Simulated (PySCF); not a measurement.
prop-2-enylcyclopropane (C6H10), SMILES C=CCC1CC1.

Geometry: B3LYP-D3(BJ)/def2-SVP. The values are those of a single conformer.

Two levels are set side by side: TDA-PBE/def2-SVPD (PySCF) and TDA-ωB97X/def2-SVPD (PySCF). Vertical, same geometry. The lowest singlet is HOMO−1→LUMO 85 %, HOMO→LUMO 14 % with PBE and HOMO→LUMO 83 % with the other functional; states are paired by order. Differences are taken from unrounded values.

```
quantity                               TDA-ωB97X  TDA-PBE  TDA-PBE minus TDA-ωB97X
-------------------------------------  ---------  -------  -----------------------
lowest singlet excitation (eV)              7.77     5.82                    -1.96
lowest triplet excitation (TDA) (eV)        4.44     4.44                     0.00
first bright state (f over 0.05) (eV)       7.77     7.27                    -0.50
its oscillator strength                     0.42     0.05                    -0.36
```

A lower first singlet is the usual sign of a functional without exact exchange. Differences between two approximate levels are no errors against the true value.

Rough cost on one machine, each run with all the roots and properties that it gave: TDA-ωB97X against TDA-PBE about 4 times.
